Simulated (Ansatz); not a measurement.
`N[Si](O)(S)[SeH]`. Total charge 0; spin multiplicity 1.

```xyz
10

N     0.562    0.757   -1.126
Si   -0.156   -0.162    0.102
O    -0.873    0.975    1.041
S    -1.477   -1.620   -0.709
Se    1.206   -1.502    1.367
H     0.920    1.678   -0.935
H     0.984    0.323   -1.928
H    -1.083    0.694    1.933
H    -2.317   -0.689   -1.195
H     2.234   -0.455    1.450
```

**Question.** What are the harmonic wavenumbers in cm⁻¹ at PBE0-D4/def2-TZVP (Ansatz, finite differences of forces, unscaled)? (Estimate.)

**Answer.** Ansatz gave: 91, 121, 131, 217, 228, 232, 280, 308, 344, 363, 405, 514, 631, 736, 804, 861, 906, 955, 1566, 2443, 2701, 3619, 3724, 3912.

**Question.** Is this a minimum?

**Answer.** Yes, all 24 modes are real.

**Question.** Give the ideal-gas thermochemistry at 298.15 K and 1 bar (rigid rotor, harmonic oscillator; point group C1, symmetry number 1).

**Answer.** Zero-point energy 156.1 kJ/mol; H(298) − E = 182.4 kJ/mol; entropy 392.5 J/(mol·K), of which translation 173.2, rotation 121.2, vibration 98.1; G(298) − E = 65.4 kJ/mol. Modes under 100 cm⁻¹ are hindered rotations or soft bends, so the harmonic entropy is rough.

**Question.** And at 400, 500, 600, 800 and 1000 K?

**Answer.** 
```csv
T (K),H − E (kJ/mol),S (J/mol/K),G − E (kJ/mol)
400,197.1,434.6,23.2
500,212.7,469.6,-22.0
600,229.4,499.9,-70.6
800,264.6,550.5,-175.8
1000,301.9,592.1,-290.2
```
